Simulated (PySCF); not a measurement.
AlHO, SMILES [Al][OH] (connectivity only; charge and spin as stated), neutral, multiplicity 1.

The structure is a stationary point at PBE-D3(BJ)/def2-TZVPD. A frequency run showed that this geometry is not a minimum.

Method: PBE-D3(BJ)/def2-TZVPD in PySCF.

Frequencies are harmonic and unscaled.

Modes within 1.5 cm⁻¹ of each other (mostly degenerate sets) share a row, with their intensities summed.

```json
[
 {"mode": "1–2", "ν (cm⁻¹)": "56i", "IR (km/mol)": "342.1", "moving atoms (share of kinetic energy)": "H 86 %, O 13 %"},
 {"mode": "3", "ν (cm⁻¹)": "807", "IR (km/mol)": "139.0", "moving atoms (share of kinetic energy)": "O 57 %, Al 39 %"},
 {"mode": "4", "ν (cm⁻¹)": "3847", "IR (km/mol)": "34.4", "moving atoms (share of kinetic energy)": "H 94 %"}
]
```
